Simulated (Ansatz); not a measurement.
Job for Ansatz (a program for electronic structure): R-CCSD(T)/def2-TZVPP on H2OSSn (SMILES [OH][Sn][SH]), a point of a torsion scan. Elements past Kr take the def2 small-core potentials; no spin–orbit coupling. The run froze 15 orbitals, filled d shells among them.

Ansatz 0.2 input:
```yaml
crystal:
  periodic: [false, false, false]
  atoms:
    - {symbol: O, position_ang: [-1.47515930, 0.34714590, -0.27903277]}
    - {symbol: Sn, position_ang: [-0.41409328, -0.97311561, -1.36538593]}
    - {symbol: S, position_ang: [-1.20458569, -3.06923897, -0.33397133]}
    - {symbol: H, position_ang: [-2.11169177, 0.32254220, 0.43152388]}
    - {symbol: H, position_ang: [-2.02634757, -2.51233031, 0.54113804]}
basis:
  gaussian:
    orbitals: def2-TZVPP
magnetization: {spin_polarized: false}
correlation: {method: ccsd_t, electrons: outside_noble_gas}
scf: {lower_state_search: off}
```

It printed:

```
WARN ansatz: RAYON_NUM_THREADS=1 ignored (pool sized by the plan → 1); use --threads N
Functional definition: HF
these checks for a lower state are left out or cut short: stability, starts, cluster_reference, orbital_swaps, neighbouring_geometries, increment
integrals: 0.35 GiB planned
1078 factors; integrals over basis functions are off by at most 7.5e-4 eV
mean field: 0.43 GiB planned
mean field evaluation 1: about -18690.7505 eV, gradient 4.3e1 eV
mean field evaluation 2: about -18690.8727 eV, gradient 4.3e1 eV
mean field evaluation 4: about -18694.6303 eV, gradient 3.2e0 eV
mean field evaluation 8: about -18694.7011 eV, gradient 3.6e-1 eV
mean field evaluation 16: about -18694.7023 eV, gradient 2.3e-6 eV
mean field -18694.70232165 eV, -687.0176385962 hartree, gradient 2.3e-6 eV, S^2 0.000000; 0 other end points of the search recorded, 0 dependent functions left out
15 core orbitals not correlated
reference -18694.70232165 eV, -687.0176385962 hartree; 9, 9 occupied and 127, 127 virtual orbitals, 1078 factors
second order -13.80933573 eV of doubles, -0.00000000 eV of singles
coupled cluster: 0.86 GiB planned
cycle   1  -14.02241687 eV  change   -2.1e-1 eV  update   1.0e-1
cycle   2  -14.37510167 eV  change   -3.5e-1 eV  update   3.5e-2
cycle   3  -14.48815941 eV  change   -1.1e-1 eV  update   2.1e-2
cycle   4  -14.47997002 eV  change    8.2e-3 eV  update   5.9e-3
cycle   5  -14.47574547 eV  change    4.2e-3 eV  update   3.0e-3
cycle   6  -14.47654637 eV  change   -8.0e-4 eV  update   1.2e-3
cycle   7  -14.47615525 eV  change    3.9e-4 eV  update   4.5e-4
cycle   8  -14.47613434 eV  change    2.1e-5 eV  update   1.1e-4
cycle   9  -14.47619515 eV  change   -6.1e-5 eV  update   4.3e-5
cycle  10  -14.47619268 eV  change    2.5e-6 eV  update   1.3e-5
perturbative correction -0.62220384 eV, -0.0228655692 hartree
Total energy: -18709.80071816 eV, -687.5724944340 hartree
Checks for a lower state left out: stability, starts, cluster_reference, orbital_swaps, neighbouring_geometries, increment
```

Self-consistency was reached.

Cost: very roughly 21 core-seconds.
